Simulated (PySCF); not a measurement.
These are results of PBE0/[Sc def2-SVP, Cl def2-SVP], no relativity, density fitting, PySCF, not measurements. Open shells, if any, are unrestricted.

Problem. What shape and geometry does isolated singlet ScCl3 take (every ligand bound to Sc)?

Solution. Formally Sc is in oxidation state +3, d0. The polar-tensor charge on Sc, 1.93, is below the formal one. The lowest minimum found is a singlet of D3h symmetry with Sc–Cl 2.262 Å (×3); Cl–Sc–Cl 120.0° (×3). Its harmonic wavenumbers are 60 (a2''), 94 (e'), 357 (a1'), 490 (e') cm⁻¹ and its dipole moment is 0.00 D.

Only a few start shapes were tried, so a lower isomer may exist.
